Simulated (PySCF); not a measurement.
Molecule: SMILES C=CC(=C)/C=C/C(N)=O, C$_{7}$H$_{9}$NO.

Bonds (- single, = double, # triple, : aromatic): C1=C2, C2-C3, C3=C4, C3-C5, C5=C6, C6-C7, C7-N8, C7=O9. C1 carries H10, H11; C2 carries H12; C4 carries H13, H14; C5 carries H15; C6 carries H16; N8 carries H17, H18. Stereochemistry as in C=CC(=C)/C=C/C(N)=O. H14 is cis to C2; H11 is cis to C3; H17 is cis to the C=O or C=S heteroatom; H13 is trans to C2; H10 is trans to C3; H18 is trans to the C=O or C=S heteroatom.

Frames of a GFN2-xTB Langevin trajectory at 300 K; GIAO PBE0/pcSseg-1 shieldings in PySCF 2.14, gas phase, non-relativistic; equivalent atoms averaged within each frame.

Referencing at the same level of theory: TMS for $^{13}$C (σ = 186.93 ppm), $^{1}$H (σ = 31.72 ppm); $^{15}$N (σ = 267.73 ppm) against NH3; $^{17}$O (σ = 336.08 ppm) vs H2O. The references are static minima.

How do the shifts (ppm) fluctuate along the trajectory?

Answers


```csv
time (fs),C7,C2,C3,C5,C4,C1,C6,N8,O9,H15
optimised geometry,166.5,144.6,151.5,151.4,128.8,127.2,129.4,116.6,387.1,7.75
250,168.9,151.8,149.9,146.8,138.1,133.4,128.8,122.4,376.5,8.05
425,163.2,149.2,153.6,157.9,120.3,127.1,145.2,114.4,416.1,7.70
625,170.8,144.7,153.4,154.1,124.7,136.0,132.8,116.0,400.0,7.45
800,170.5,149.5,155.1,156.8,119.7,125.1,129.6,115.5,395.8,8.43
1000,172.3,141.6,149.9,150.4,128.8,126.8,131.7,113.4,419.5,7.86
mean of frames,169.1,147.4,152.4,153.2,126.3,129.7,133.6,116.3,401.6,7.90
standard deviation,3.5,4.1,2.3,4.6,7.6,4.8,6.7,3.5,17.3,0.37
```

5 frames give an uncertainty of the mean of about the standard deviation over 2.2 at best, since frames this close in time may not be independent; classical motion lacks zero-point vibration, and the reference would need the same averaging.
